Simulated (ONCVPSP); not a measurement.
# LDA (Perdew-Zunger) ONCV dataset for Zr, scalar-relativistic all-electron reference.

ONCVPSP 4.0.1 was run on this input:

```
# ATOM AND REFERENCE CONFIGURATION
# atsym  z   nc   nv     iexc    psfile
  Zr 40.00    6    4        3      upf
#
#   n    l    f
    1    0    2.00
    2    0    2.00
    2    1    6.00
    3    0    2.00
    3    1    6.00
    3    2   10.00
    4    0    2.00
    4    1    6.00
    4    2    2.00
    5    0    2.00
#
# PSEUDOPOTENTIAL AND OPTIMIZATION
# lmax
    2
#
#   l,   rc,      ep,       ncon, nbas, qcut
    0    1.90    0.00    4    7    5.90
    1    1.65    0.00    4    8    7.40
    2    2.55    0.00    4    9    7.10
#
# LOCAL POTENTIAL
# lloc, lpopt,  rc(5),   dvloc0
    4    4    1.40   -1.00
#
# VANDERBILT-KLEINMAN-BYLANDER PROJECTORs
# l, nproj, debl
    0    2    3.40
    1    2    2.80
    2    1    1.20
#
# MODEL CORE CHARGE
# icmod, fcfact, rcfact
    0    0.00    0.00
#
# LOG DERIVATIVE ANALYSIS
# epsh1, epsh2, depsh
   -4.00    5.00    0.02
#
# OUTPUT GRID
# rlmax, drl
    6.00    0.01
#
# TEST CONFIGURATIONS
# ncnf
    4
# nvcnf
#   n    l    f
    4
    4    0    2.00
    4    1    6.00
    4    2    2.00
    5    0    1.00
#
    4
    4    0    2.00
    4    1    6.00
    4    2    2.00
    5    0    0.00
#
    4
    4    0    2.00
    4    1    6.00
    4    2    1.00
    5    0    0.00
#
    4
    4    0    1.00
    4    1    6.00
    4    2    2.00
    5    0    2.00
#
```

Command:

```bash
oncvpsp.x < Zr.dat > Zr.out
```

Resulting log (shortened: citation, most of the input echo, consistency checks and plot data are left out):

```
ONCVPSP  (Optimized Norm-Conservinng Vanderbilt PSeudopotential)
scalar-relativistic version 4.0.1

#   n    l    f        energy (Ha)
    1    0    2.00    -6.5410611E+02
    2    0    2.00    -9.0653399E+01
    2    1    6.00    -8.0905806E+01
    3    0    2.00    -1.4833408E+01
    3    1    6.00    -1.1658343E+01
    3    2   10.00    -6.4291576E+00
    4    0    2.00    -2.0032793E+00
    4    1    6.00    -1.1943672E+00
    4    2    2.00    -1.3732378E-01
    5    0    2.00    -1.6887779E-01

Reference configufation results
  iterations    24
  all-electron total energy (Ha)   -3.59459654D+03

Begin loop to  construct optimized pseudo wave functions
and semi-local pseudopoentials for all angular momenta

Calculating optimized projector #   1

 for l=   0

    Fraction of norm inside rc  0.934663
    Optimizing pswf for qcut=   5.89 a_B^-1,  ecut=  17.36 Ha
    Residual kinetic energy error=  2.23D-05 Ha

    Energy error per electron        Cutoff
         Ha          eV             Ha
         0.01000     0.27211        9.46
         0.00100     0.02721       13.08
         0.00010     0.00272       15.83
         0.00001     0.00027       24.05

Calculating optimized projector #   2

 for l=   0

    Fraction of norm inside rc  0.055347
    Optimizing pswf for qcut=   5.89 a_B^-1,  ecut=  17.36 Ha
    Residual kinetic energy error=  2.20D-05 Ha

    Energy error per electron        Cutoff
         Ha          eV             Ha
         0.01000     0.27211        4.60
         0.00100     0.02721       12.00
         0.00010     0.00272       15.47
         0.00001     0.00027       21.81

   Wellstate for l =  1  n =  6
     eigenvalue =   1.6056
     asymptotic potential =   2.1056
     half-point radius =  3.7391

Calculating optimized projector #   1

 for l=   1

    Fraction of norm inside rc  0.746089
    Optimizing pswf for qcut=   7.41 a_B^-1,  ecut=  27.47 Ha
    Residual kinetic energy error=  9.63D-06 Ha

    Energy error per electron        Cutoff
         Ha          eV             Ha
         0.01000     0.27211        7.70
         0.00100     0.02721       18.74
         0.00010     0.00272       23.35
         0.00001     0.00027       27.63

Calculating optimized projector #   2

 for l=   1

    Fraction of norm inside rc  0.076254
    Optimizing pswf for qcut=   7.41 a_B^-1,  ecut=  27.47 Ha
    Residual kinetic energy error=  2.47D-05 Ha

    Energy error per electron        Cutoff
         Ha          eV             Ha
         0.01000     0.27211        7.68
         0.00100     0.02721       19.17
         0.00010     0.00272       24.59
         0.00001     0.00027       36.55

Calculating optimized projector #   1

 for l=   2

    Fraction of norm inside rc  0.672488
    Optimizing pswf for qcut=   7.10 a_B^-1,  ecut=  25.22 Ha
    Residual kinetic energy error=  2.06D-09 Ha

    Energy error per electron        Cutoff
         Ha          eV             Ha
         0.01000     0.27211        9.95
         0.00100     0.02721       13.40
         0.00010     0.00272       16.42
         0.00001     0.00027       18.86

Construct Vanderbilt / Kleinmman-Bylander projectors

B matrix Hermiticity error, ll=   0
   1   2    1.4014E-04

  Orthonormal projector coefficients  6.5855E+00  1.4156E+00

B matrix Hermiticity error, ll=   1
   1   2   -2.7671E-04

  Orthonormal projector coefficients  4.7208E+00  9.5040E-01

Pseudoatom total energy  -47.038771

Diagnostic tests using Vanderbilt-Kleinman-Bylander pseudopotentials
  1 or more projectors used as specified by nproj input data

   l    rcore       rmatch      e in        delta e   norm test  slope test

   0   1.9049411   1.9627792  -2.0032793   0.0000007   1.0001200   1.0001155
   0   1.9049411   1.9627792  -0.1688778   0.0000023   1.0000300   1.0000252

   1   1.6501750   1.7002779  -1.1943672  -0.0000064   1.0000932   1.0001091
   1   1.6501750   1.7002779   1.6056328   0.0000337   1.0003026   1.0003026

   2   2.5537748   2.6313130  -0.1373238  -0.0000002   0.9999999   1.0000031

 Testing for bound ghosts
   n   l    E NL Schr. Eq   E Basis Diag.   E Cutoff

   1   0       -2.003279       -2.003278     52.39
   2   0       -0.168875       -0.121686     52.39

   2   1       -1.194374       -1.194254    111.21

   3   2       -0.137324       -0.136250     52.81

 Testing for highly-localized positive-energy ghosts
       l    <radius>/rc     E Basis Diag.   E Cutoff

Test configuration 0

   n   l     f        eae           eps        diff
   1   0  2.0000 -654.10611304
   2   0  2.0000  -90.65339937
   2   1  6.0000  -80.90580643
   3   0  2.0000  -14.83340808
   3   1  6.0000  -11.65834267
   3   2 10.0000   -6.42915755
   4   0  2.0000   -2.00327929   -2.00327858    7.09D-07
   4   1  6.0000   -1.19436720   -1.19437357   -6.37D-06
   4   2  2.0000   -0.13732378   -0.13732402   -2.32D-07
   5   0  2.0000   -0.16887779   -0.16887547    2.32D-06

    Total energies and differences
      AE_ref= -3.59459654D+03  AE_tst= -3.59459654D+03  dif=  0.00D+00
      PS_ref= -4.70387714D+01  PS_tst= -4.70387714D+01  dif=  0.00D+00
      PSP excitation error=  0.00D+00

Test configuration 1

   n   l     f        eae           eps        diff
   1   0  2.0000 -654.35713311
   2   0  2.0000  -90.90215356
   2   1  6.0000  -81.15472291
   3   0  2.0000  -15.08236324
   3   1  6.0000  -11.90727583
   3   2 10.0000   -6.67792769
   4   0  2.0000   -2.25158817   -2.25220813   -6.20D-04
   4   1  6.0000   -1.44248168   -1.44277013   -2.88D-04
   4   2  2.0000   -0.37439434   -0.37440834   -1.40D-05
   5   0  1.0000   -0.37570470   -0.37573510   -3.04D-05

    Total energies and differences
      AE_ref= -3.59459654D+03  AE_tst= -3.59432637D+03  dif=  2.70D-01
      PS_ref= -4.70387714D+01  PS_tst= -4.67685503D+01  dif=  2.70D-01
      PSP excitation error= -4.50D-05

Test configuration 2

   n   l     f        eae           eps        diff
   1   0  2.0000 -654.65104200
   2   0  2.0000  -91.19296105
   2   1  6.0000  -81.44574634
   3   0  2.0000  -15.37306630
   3   1  6.0000  -12.19793861
   3   2 10.0000   -6.96838580
   4   0  2.0000   -2.53954325   -2.54113590   -1.59D-03
   4   1  6.0000   -1.72921300   -1.72995400   -7.41D-04
   4   2  2.0000   -0.64359457   -0.64365908   -6.45D-05

    Total energies and differences
      AE_ref= -3.59459654D+03  AE_tst= -3.59383975D+03  dif=  7.57D-01
      PS_ref= -4.70387714D+01  PS_tst= -4.62818005D+01  dif=  7.57D-01
      PSP excitation error= -1.80D-04

Test configuration 3

   n   l     f        eae           eps        diff
   1   0  2.0000 -655.13334142
   2   0  2.0000  -91.68283344
   2   1  6.0000  -81.93501291
   3   0  2.0000  -15.85710131
   3   1  6.0000  -12.68190747
   3   2 10.0000   -7.45313052
   4   0  2.0000   -3.00013977   -3.00041229   -2.73D-04
   4   1  6.0000   -2.17886579   -2.17844653    4.19D-04
   4   2  1.0000   -1.04287269   -1.04211598    7.57D-04

    Total energies and differences
      AE_ref= -3.59459654D+03  AE_tst= -3.59300111D+03  dif=  1.60D+00
      PS_ref= -4.70387714D+01  PS_tst= -4.54434073D+01  dif=  1.60D+00
      PSP excitation error=  6.26D-05

Test configuration 4

   n   l     f        eae           eps        diff
   1   0  2.0000 -654.67495684
   2   0  2.0000  -91.20471193
   2   1  6.0000  -81.45831370
   3   0  2.0000  -15.37660959
   3   1  6.0000  -12.20103946
   3   2 10.0000   -6.97072004
   4   0  1.0000   -2.46434109   -2.47458843   -1.02D-02
   4   1  6.0000   -1.63550004   -1.63910912   -3.61D-03
   4   2  2.0000   -0.50113852   -0.49990051    1.24D-03
   5   0  2.0000   -0.42710141   -0.42779181   -6.90D-04

    Total energies and differences
      AE_ref= -3.59459654D+03  AE_tst= -3.59237063D+03  dif=  2.23D+00
      PS_ref= -4.70387714D+01  PS_tst= -4.48073489D+01  dif=  2.23D+00
      PSP excitation error= -5.51D-03
```

The run took about 3.9 s on one core of a shared server CPU.
